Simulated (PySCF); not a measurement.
**How ionic is MS along the lanthanides?**

r²SCAN in PySCF with x2c-SVPall on every atom, spin-free X2C, for the lowest determinant that a PBE0 search found; no spin–orbit coupling. A negative dipole means M(+)S(−).

```
 M   state (unpaired electrons)  Re (Å)  μ (D)
La                doublet (σ ↑)   2.373  -5.51
Pm    sextet (f population 4.7)   2.362  -6.74
Sm    septet (f population 5.8)   2.380  -7.60
Eu     octet (f population 6.9)   2.393  -8.38
Gd     nonet (f population 7.1)   2.295  -6.00
Tb     octet (f population 8.2)   2.288  -6.00
Ho   sextet (f population 10.2)   2.302  -5.96
Yb  singlet (f population 13.8)   2.318  -7.94
```

Problem. Give the ionic character |μ|/(e·Re) of each, with 1 e·Å = 4.803 D, and the positive end.

Solution. LaS 48 % (La positive), PmS 59 % (Pm positive), SmS 66 % (Sm positive), EuS 73 % (Eu positive), GdS 54 % (Gd positive), TbS 55 % (Tb positive), HoS 54 % (Ho positive), YbS 71 % (Yb positive). Lone pairs and polarisation enter μ too, so this number is only a rough measure of charge transfer.

Spin–orbit coupling is left out. Counting both spins, an empty level lies below a filled one in some of these solutions, because spin and occupation are held.
